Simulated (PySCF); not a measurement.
SCF from a fresh guess for singlet H2SnO, at the PBE0 minimum. PySCF input:

```python
from pyscf import gto, scf, dft
mol = gto.M(atom='''
Sn    -0.000000     0.000000    -0.197070
O      0.000000     0.000000     1.623240
H     -1.418380     0.000000    -1.158070
H      1.418380     0.000000    -1.158070''',
    basis={'Sn': 'def2-TZVP', 'O': 'def2-TZVP', 'H': 'def2-TZVP'},
    ecp={'Sn': 'def2-TZVP'},
    charge=0, spin=0)
mf = dft.RKS(mol, xc='PBE0')
mf.grids.atom_grid = (50, 194)
aux = {'Sn': 'def2-universal-JKFIT', 'O': 'def2-universal-JKFIT', 'H': 'def2-universal-JKFIT'}
mf = mf.density_fit(auxbasis=aux)
mf.conv_tol = 1e-08
mf.diis_space = 10
mf.max_cycle = 60
mf.init_guess = 'minao'
mf.verbose = 4
mf.kernel()
```

Excerpt of the output (cycles and frontier levels):

```
init E= -253.628228127612
  HOMO = -0.739571111768985  LUMO = -0.607264384967806  gap/eV = 3.60025
cycle= 1 E= -289.622003523011  delta_E=  -36  |g|= 2.35  |ddm|= 31.3
  HOMO = -0.00823961325591327  LUMO = 0.0559121168547165  gap/eV = 1.74566
cycle= 2 E= -288.639400856158  delta_E= 0.983  |g|=  3.4  |ddm|= 6.95
  HOMO = -0.317797953330576  LUMO = -0.0887965185020896  gap/eV = 6.23145
cycle= 3 E= -290.231199544844  delta_E= -1.59  |g|= 1.36  |ddm|= 3.66
  HOMO = -0.253915542038517  LUMO = -0.0909025090718885  gap/eV = 4.43581
cycle= 4 E= -290.596793389201  delta_E= -0.366  |g|= 0.22  |ddm|= 0.982
  HOMO = -0.259133601155487  LUMO = -0.0943767691722996  gap/eV = 4.48326
cycle= 5 E= -290.602892753431  delta_E= -0.0061  |g|= 0.0885  |ddm|= 0.103
  HOMO = -0.267177354114704  LUMO = -0.0942534937518218  gap/eV = 4.70550
cycle= 6 E= -290.604493987664  delta_E= -0.0016  |g|= 0.0205  |ddm|= 0.0508
  HOMO = -0.270649461247018  LUMO = -0.0951015590032043  gap/eV = 4.77690
cycle= 7 E= -290.604569505677  delta_E= -7.55e-05  |g|= 0.00769  |ddm|= 0.0187
  HOMO = -0.269840017449713  LUMO = -0.0950160724159943  gap/eV = 4.75720
cycle= 8 E= -290.604582770856  delta_E= -1.33e-05  |g|= 0.000627  |ddm|= 0.00572
  HOMO = -0.269730276812261  LUMO = -0.0949532358469796  gap/eV = 4.75593
cycle= 9 E= -290.60458284714  delta_E= -7.63e-08  |g|= 0.00024  |ddm|= 0.000454
  HOMO = -0.269708810421843  LUMO = -0.0949554386279559  gap/eV = 4.75528
cycle= 10 E= -290.604582860535  delta_E= -1.34e-08  |g|= 3.89e-05  |ddm|= 0.000245
  HOMO = -0.269703793772933  LUMO = -0.0949559520699133  gap/eV = 4.75513
cycle= 11 E= -290.604582860894  delta_E= -3.59e-10  |g|= 6.96e-06  |ddm|= 5.19e-05
  HOMO = -0.269706376150264  LUMO = -0.0949559894684882  gap/eV = 4.75520
Extra cycle  E= -290.604582860789  delta_E= 1.05e-10  |g|= 2.38e-05  |ddm|= 2.03e-05
converged SCF energy = -290.604582860789
```

No lower solution of this spin was found by a stability analysis within the restricted form, which does not test spin polarisation.

The search for the lowest solution, with the stability check, took 3.7 s on 2 threads of a shared Arm Neoverse V1 host, with 93 basis functions; the process peaked at 0.35 GiB.
